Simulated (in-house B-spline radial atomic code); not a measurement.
A calculation on Ni³⁺ (with a hole in an inner shell): its settings, and results tabulated from the run. All numbers are computed (Dirac-Hartree-Fock, average of the jj configuration; Fermi nucleus of rms radius 3.7757 fm) with an all-electron radial atomic-structure program (B-spline basis), not measured.

In the input, a minus or plus after the letter marks the j = l - 1/2 or j = l + 1/2 subshell.

Command:
```bash
python run_scf.py task.json out
```
Settings (nuclear radius in fm, mass in u):
```
Z                28
configuration    1s2 2s2 2p-2 2p+3 3s2 3p6 3d8
hamiltonian      dirac
method           hf
spin_polarised   False
nucleus          fermi
rms_radius       3.7757
atomic_mass      57.93534
speed_of_light   137.035999084
```

Output (hartree, bohr):
```
 radial grid: 68 intervals, B-splines of order 8, outer radius 18.6486 bohr

 iter        energy (Eh)    residual
    1      -1463.9443533    7.34e-01
    2      -1476.4487690    7.83e-01
    3      -1485.0159524    1.79e-01
    4      -1485.6703283    3.41e-02
    5      -1485.6851630    2.45e-02
    6      -1485.6956935    1.55e-03
    7      -1485.6957100    1.91e-04
    8      -1485.6957103    2.16e-05
    9      -1485.6957103    1.49e-06
   10      -1485.6957103    7.62e-08

 total energy                    -1485.695710
 kinetic                           1511.29946
 electron-nucleus                 -3531.15627
 electron-electron                  534.16110

 first-order corrections (not in the total)
   Gaunt                            0.62815
   retardation                     -0.05446
   frequency dependence            -0.00150
   self-energy                      0.44149
   Uehling                         -0.03903
   Wichmann-Kroll                   0.00027
   recoil                           0.01090

 orbital      occ     eigenvalue          <r>       <r^2>       <1/r>       r_max    small
 1s1/2      2.000     -313.18784    0.0540043  0.00392161     28.1156      0.0354  1.02e-02
 2s1/2      2.000      -41.31018     0.241122   0.0686139       6.195      0.2026  1.97e-03
 2p1/2      2.000      -36.66891     0.209549   0.0538579     6.13079      0.1613  1.94e-03
 2p3/2      3.000      -36.04891     0.214901   0.0569698     5.96962      0.1643  1.89e-03
 3s1/2      2.000       -6.64585     0.721312    0.599252     1.96575       0.627  4.38e-04
 3p1/2      2.000       -5.02218     0.743359    0.648735     1.84831      0.6256  3.98e-04
 3p3/2      4.000       -4.90654     0.752392    0.666661     1.84858      0.6362  4.09e-04
 3d3/2      3.200       -2.28020     0.834002     0.87317     1.54798      0.5895  2.98e-04
 3d5/2      4.800       -2.24899     0.843622    0.893471      1.5303      0.5957  2.92e-04
```

Time taken, with all properties: 0.94 s on 1 thread of Arm Neoverse V2, on a shared host.

For the Dirac Hamiltonian the kinetic term is c α·p + (β - 1)c².
